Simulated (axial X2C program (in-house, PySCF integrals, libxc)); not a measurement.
## Outer orbitals of ScSi⁻ at 2.572 Å, PBE0

Computed with an in-house all-electron X2C program for linear molecules (integrals from PySCF). Spin-free means the one-electron spin-free X2C Hamiltonian; two-component (2c) means X2C with spin–orbit coupling and atomic mean-field two-electron Coulomb and Gaunt terms, so the difference of the two also holds small scalar two-electron terms. Basis: Sc dyall-acv3z [11s12p8d5f2g], Si dyall-av3z [9s8p3d2f] (cores contracted in-house); Gaussian nuclei, density fitting, unrestricted open shells. Masses: Sc 44.956 u, Si 27.977 u.

The distance is close to the 2c PBE0 minimum; the highest filled and lowest empty levels are listed.

Spin-free orbitals, state M_S = 1, Λ = 0 (beyond evenly filled blocks: π+α, π-α) (Löwdin shares):

```tsv
symmetry	occupied	ε (eV)	atomic character
π-β	yes	-32.04	99% Sc p
π+β	yes	-32.04	99% Sc p
π-α	yes	-31.89	99% Sc p
π+α	yes	-31.89	99% Sc p
σβ	yes	-31.70	99% Sc p
σα	yes	-31.08	99% Sc p
σα	yes	-7.78	65% Si s, 12% Sc p, 10% Sc d
σβ	yes	-5.93	64% Si s, 12% Sc d, 11% Sc p
σα	yes	-1.40	58% Si p, 27% Sc s, 4% Sc d
π+α	yes	-1.04	61% Si p, 21% Sc d, 10% Sc p
π-α	yes	-1.04	61% Si p, 21% Sc d, 10% Sc p
σβ	yes	-0.74	42% Si p, 37% Sc s, 8% Sc p
σβ	yes	-0.43	63% Sc d, 18% Sc s, 10% Si p
σα	yes	0.06	38% Sc s, 20% Sc p, 19% Si p
σα	no	1.57	89% Sc p, 7% Sc s
π+α	no	1.62	98% Sc p
π-α	no	1.62	98% Sc p
σβ	no	1.69	86% Sc p, 10% Sc s
π-β	no	1.70	88% Sc p, 10% Si p
π+β	no	1.70	88% Sc p, 10% Si p
```

The highest filled level is positive, so this functional does not bind it, and the empty levels of an anion are set by the basis.

Spinors with spin–orbit coupling (state Ω = 1):

| ω | occupied | ε (eV) | atomic character | λ mixture |
| --- | --- | --- | --- | --- |
| 1/2 | yes | -32.22 | 99% Sc p | 96% π, 4% σ |
| -1/2 | yes | -32.14 | 99% Sc p | 80% π, 20% σ |
| -3/2 | yes | -31.85 | 99% Sc p | 100% π |
| 3/2 | yes | -31.70 | 99% Sc p | 100% π |
| -1/2 | yes | -31.56 | 99% Sc p | 80% σ, 20% π |
| 1/2 | yes | -31.01 | 99% Sc p | 96% σ, 4% π |
| 1/2 | yes | -7.78 | 65% Si s, 12% Sc p, 10% Sc d | 100% σ |
| -1/2 | yes | -5.93 | 64% Si s, 12% Sc d, 11% Sc p | 100% σ |
| 1/2 | yes | -1.40 | 58% Si p, 27% Sc s, 4% Sc d | 100% σ |
| -1/2 | yes | -1.05 | 61% Si p, 21% Sc d, 10% Sc p | 100% π |
| 3/2 | yes | -1.03 | 61% Si p, 21% Sc d, 10% Sc p | 100% π |
| -1/2 | yes | -0.73 | 42% Si p, 37% Sc s, 8% Sc p | 100% σ |
| -1/2 | yes | -0.44 | 62% Sc d, 19% Sc s, 9% Si p | 100% σ |
| 1/2 | yes | 0.07 | 38% Sc s, 20% Sc p, 19% Si p | 100% σ |
| 1/2 | no | 1.58 | 90% Sc p, 6% Sc s | 100% σ |
| -1/2 | no | 1.62 | 98% Sc p | 100% π |
| 3/2 | no | 1.62 | 98% Sc p | 100% π |
| -1/2 | no | 1.70 | 87% Sc p, 10% Sc s | 100% σ |
| 1/2 | no | 1.70 | 87% Sc p, 10% Si p | 100% π |
| -3/2 | no | 1.70 | 88% Sc p, 9% Si p | 100% π |

The highest filled level is positive, so this functional does not bind it, and the empty levels of an anion are set by the basis.

Mulliken charges and populations of the two-component result (they depend on the basis, above all on diffuse functions):

Sc -0.40 e (s 7.59 p 12.54 d 1.25 f 0.02), Si -0.60 e (s 5.95 p 8.63 d 0.03). ⟨Lz⟩ = 0.00 ħ and ⟨Sz⟩ = 1.00 ħ (0.04 and 0.96 on the two atoms), which add up to Ω.

Density functionals use the spin component along the axis (collinear). The state is one determinant with fixed occupations, lowest in a PBE0 search at one distance only: followed along the bond, the 2c determinant Ω = 2 reaches 0.03 eV lower at PBE0, at Re = 2.409 Å, so the state shown is not the lowest. With several unpaired electrons one determinant need not be a pure state. Open-shell Ω = 0 determinants with evenly filled partner blocks cannot be reached by this program, so the Ω shown need not be the lowest component. This is the Ω = 1 component of a π² triplet; the 0⁺ component is not one determinant and can lie lowest. The highest occupied level of some functionals is positive through self-interaction error; at Hartree–Fock it is bound. The determinant is spin-polarised beyond a pure state at some levels (its spin-free form has ⟨S²⟩ too high), which makes Re and μ there less reliable.
